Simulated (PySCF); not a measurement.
A structure optimised at B3LYP-D3(BJ)/def2-SVP, used in a PySCF frequency run:

```xyz
4

Te    -0.7280    -0.0811     0.9197
I      1.4097     0.5217    -0.7289
S     -2.1998    -1.3062    -0.5524
H     -1.6591    -2.5343    -0.3540
```
Charge 0, spin multiplicity 1.

Problem. Write its SMILES and formula.

Solution. S[Te]I, HISTe

Problem. What are its rotational constants (standard atomic weights)?

Solution. 3.9470, 0.79965, 0.66802 GHz
